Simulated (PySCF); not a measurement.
Molecule: Mn(OH2)6, H12MnO6 (cation, charge +2), SMILES [OH2]->[Mn+2](<-[OH2])(<-[OH2])(<-[OH2])(<-[OH2])<-[OH2], multiplicity 6. Atoms near the plane z = 0.0 Å, at the GFN2-xTB optimised geometry (x, y, z in Å): Mn1 (0.0, 0.0, 0.0), O5 (0.1, 2.3, 0.0), H6 (-0.1, 2.9, -0.7), H7 (0.2, 2.9, 0.8), O8 (2.3, 0.0, 0.0), H9 (2.9, 0.8, 0.0), H10 (2.9, -0.8, -0.2), O11 (-2.3, 0.4, -0.5), H13 (-2.9, 0.8, 0.1), O14 (-0.6, -2.2, 0.4), H15 (-0.1, -2.9, 0.8), H16 (-1.5, -2.6, 0.3).

Level of theory: unrestricted CAM-B3LYP/def2-SVP in PySCF. Cells within 0.4 Å of a nucleus heavier than hydrogen are left out (blank, or x). The values are rescaled to run from 0 to 1.

```
|333333333333333333333333333|
|333333333333333333333333333|
|333333333333333333333333333|
|333333333333333333333333333|
|333333333333222233333333333|
|333333333332222233333333333|
|3333333333334x4333333333333|
|3333333333348xx533333333333|
|333333333334698533333333333|
|333322233333444433322223333|
|333221333333223333221123333|
|333223843332000233236222333|
|3333236334200x00233x9422333|
|333333454420xxx024xxx223333|
|3333333443200x00243x8422333|
|333333333332000233236222333|
|333333333333222333222123333|
|333333333333433333332223333|
|333333332224743333333333333|
|333333322357943333333333333|
|333333321254433333333333333|
|333333322222333333333333333|
|333333333222333333333333333|
|333333333333333333333333333|
|333333333333333333333333333|
|333333333333333333333333333|
|333333333333333333333333333|
```
Scale: ten equal steps from 0.000 (start of '0') to 1.00 (end of '9'), in the order '0123456789'; x runs from -5.00 to 5.00, y from -5.00 (bottom) to 5.00 (top).

Which quantity is mapped?
A) electrostatic potential
B) deformation density (molecule minus spherical neutral atoms)
C) Laplacian of the electron density
D) spin density

B, deformation density (molecule minus spherical neutral atoms). In full: deformation density (molecule minus spherical neutral atoms) (e/bohr³).
